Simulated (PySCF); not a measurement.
In(Cl)(Et)(OH) (C₂H₆ClInO), SMILES C[CH2][In]([OH])[Cl].

Geometry optimised at PBE0-D3(BJ)/def2-SVP. The def2 effective core potentials stand for the cores of In; spin–orbit coupling is left out. One conformer was computed; it need not be the lowest.

All values below come from PySCF with CAM-B3LYP/def2-TZVP.

The total energy comes out as -805.45138 hartree and the highest occupied level comes out as -9.42 eV. The lowest empty level is -0.45 eV and the orbital gap comes out as 8.96 eV. The dipole moment comes out as 2.73 D. The quadrupole, principal values (traceless, Buckingham form, about the centre of nuclear charge) is -13.03, 6.25, 6.79 D·Å, the mean static polarisability is 74.7 bohr³ (11.07 Å³) and the polarisability, principal values is 54.0, 78.8, 91.4 bohr³.
